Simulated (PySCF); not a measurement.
Compound: C7H11PS.
Atom-mapped SMILES: `[CH3:1][CH2:2][P@@:3]1(=[S:4])[CH:5]=[CH:6][C:7]([CH3:8])=[CH:9]1` (hydrogens: H10, H11, H12 on C1; H13, H14 on C2; H15 on C5; H16 on C6; H17, H18, H19 on C8; H20 on C9)

The same species was optimised twice, with GFN2-xTB and with PBE0-D3(BJ)/def2-SVP (PySCF), and the same property calculations (PySCF, gas phase) were run on both structures.

```json
{"coordinate": "C6–C7 (Å)", "GFN2-xTB": "1.462", "PBE0-D3(BJ)/def2-SVP": "1.485", "change": "+0.023"}
{"coordinate": "C2–P3 (Å)", "GFN2-xTB": "1.849", "PBE0-D3(BJ)/def2-SVP": "1.836", "change": "-0.013"}
{"coordinate": "C7=C9 (Å)", "GFN2-xTB": "1.343", "PBE0-D3(BJ)/def2-SVP": "1.350", "change": "+0.007"}
{"coordinate": "C5=C6 (Å)", "GFN2-xTB": "1.337", "PBE0-D3(BJ)/def2-SVP": "1.343", "change": "+0.006"}
{"coordinate": "P3=S4 (Å)", "GFN2-xTB": "1.942", "PBE0-D3(BJ)/def2-SVP": "1.948", "change": "+0.006"}
{"coordinate": "P3–C5 (Å)", "GFN2-xTB": "1.814", "PBE0-D3(BJ)/def2-SVP": "1.819", "change": "+0.005"}
{"coordinate": "P3–C9 (Å)", "GFN2-xTB": "1.808", "PBE0-D3(BJ)/def2-SVP": "1.811", "change": "+0.003"}
{"coordinate": "C7–C8 (Å)", "GFN2-xTB": "1.489", "PBE0-D3(BJ)/def2-SVP": "1.491", "change": "+0.002"}
{"coordinate": "C1–C2 (Å)", "GFN2-xTB": "1.520", "PBE0-D3(BJ)/def2-SVP": "1.519", "change": "-0.001"}
{"coordinate": "C1–C2–P3 (°)", "GFN2-xTB": "113.6", "PBE0-D3(BJ)/def2-SVP": "116.2", "change": "+2.6"}
{"coordinate": "S4–P3–C9 (°)", "GFN2-xTB": "117.0", "PBE0-D3(BJ)/def2-SVP": "118.2", "change": "+1.2"}
{"coordinate": "C2–P3–C9 (°)", "GFN2-xTB": "107.8", "PBE0-D3(BJ)/def2-SVP": "106.7", "change": "-1.1"}
{"coordinate": "S4–P3–C5 (°)", "GFN2-xTB": "116.4", "PBE0-D3(BJ)/def2-SVP": "117.5", "change": "+1.1"}
{"coordinate": "C2–P3–C5 (°)", "GFN2-xTB": "107.4", "PBE0-D3(BJ)/def2-SVP": "106.4", "change": "-1.0"}
{"coordinate": "C2–P3–S4 (°)", "GFN2-xTB": "114.6", "PBE0-D3(BJ)/def2-SVP": "113.9", "change": "-0.7"}
{"coordinate": "C5–P3–C9 (°)", "GFN2-xTB": "91.0", "PBE0-D3(BJ)/def2-SVP": "91.5", "change": "+0.5"}
{"coordinate": "C6–C7–C9 (°)", "GFN2-xTB": "113.9", "PBE0-D3(BJ)/def2-SVP": "113.5", "change": "-0.4"}
{"coordinate": "C1–C2–P3–S4 (°)", "GFN2-xTB": "-178", "PBE0-D3(BJ)/def2-SVP": "-179", "change": "-1"}
```

Rotational constants: A = 1572, B = 971.5, C = 754.8 MHz (GFN2-xTB) against A = 1590, B = 950.3, C = 749.5 MHz (PBE0-D3(BJ)/def2-SVP). Point groups within 0.08 Å: C1 and C1.

On the GFN2-xTB structure: HOMO (eV) -6.24 [PBE0/pcSseg-1]; LUMO (eV) -1.99 [PBE0/pcSseg-1]; dipole (D) 5.33 [PBE0/pcSseg-1]; GIAO shielding of C1 (ppm) 179.3 [PBE0/pcSseg-1]; GIAO shielding of C2 (ppm) 152.0 [PBE0/pcSseg-1]; GIAO shielding of P3 (ppm) 263.8 [PBE0/pcSseg-1]; GIAO shielding of S4 (ppm) 809.6 [PBE0/pcSseg-1]; GIAO shielding of C5 (ppm) 43.9 [PBE0/pcSseg-1]; GIAO shielding of C6 (ppm) 37.3 [PBE0/pcSseg-1]; GIAO shielding of C7 (ppm) 27.9 [PBE0/pcSseg-1]; GIAO shielding of C8 (ppm) 164.9 [PBE0/pcSseg-1].

Q: What do these properties become on the PBE0-D3(BJ)/def2-SVP structure?

A: 
```json
{"property": "HOMO (eV)", "level": "PBE0/pcSseg-1", "on GFN2-xTB": "-6.24", "on PBE0-D3(BJ)/def2-SVP": "-6.28", "change": "-0.04"}
{"property": "LUMO (eV)", "level": "PBE0/pcSseg-1", "on GFN2-xTB": "-1.99", "on PBE0-D3(BJ)/def2-SVP": "-1.98", "change": "+0.01"}
{"property": "dipole (D)", "level": "PBE0/pcSseg-1", "on GFN2-xTB": "5.33", "on PBE0-D3(BJ)/def2-SVP": "5.42", "change": "+0.09"}
{"property": "energy, GFN2-xTB geometry as zero (kcal/mol)", "level": "PBE0/pcSseg-1", "on GFN2-xTB": "0.0", "on PBE0-D3(BJ)/def2-SVP": "-0.8", "change": "-0.8"}
{"property": "GIAO shielding of C1 (ppm)", "level": "PBE0/pcSseg-1", "on GFN2-xTB": "179.3", "on PBE0-D3(BJ)/def2-SVP": "177.2", "change": "-2.1"}
{"property": "GIAO shielding of C2 (ppm)", "level": "PBE0/pcSseg-1", "on GFN2-xTB": "152.0", "on PBE0-D3(BJ)/def2-SVP": "151.5", "change": "-0.5"}
{"property": "GIAO shielding of P3 (ppm)", "level": "PBE0/pcSseg-1", "on GFN2-xTB": "263.8", "on PBE0-D3(BJ)/def2-SVP": "263.6", "change": "-0.2"}
{"property": "GIAO shielding of S4 (ppm)", "level": "PBE0/pcSseg-1", "on GFN2-xTB": "809.6", "on PBE0-D3(BJ)/def2-SVP": "798.4", "change": "-11.2"}
{"property": "GIAO shielding of C5 (ppm)", "level": "PBE0/pcSseg-1", "on GFN2-xTB": "43.9", "on PBE0-D3(BJ)/def2-SVP": "42.7", "change": "-1.2"}
{"property": "GIAO shielding of C6 (ppm)", "level": "PBE0/pcSseg-1", "on GFN2-xTB": "37.3", "on PBE0-D3(BJ)/def2-SVP": "34.7", "change": "-2.6"}
{"property": "GIAO shielding of C7 (ppm)", "level": "PBE0/pcSseg-1", "on GFN2-xTB": "27.9", "on PBE0-D3(BJ)/def2-SVP": "25.9", "change": "-2.0"}
{"property": "GIAO shielding of C8 (ppm)", "level": "PBE0/pcSseg-1", "on GFN2-xTB": "164.9", "on PBE0-D3(BJ)/def2-SVP": "163.2", "change": "-1.7"}
```

The heavy atoms differ by 0.044 Å rms after alignment. Among bonds between heavy atoms C6–C7 changes most (+0.023 Å). Changes are differences of the printed values. Neither structure is proved a minimum here.

The values belong to the conformer `[CH3:1][CH2:2][P@@:3]1(=[S:4])[CH:5]=[CH:6][C:7]([CH3:8])=[CH:9]1`: C1–C2–P3–S4 -179°.
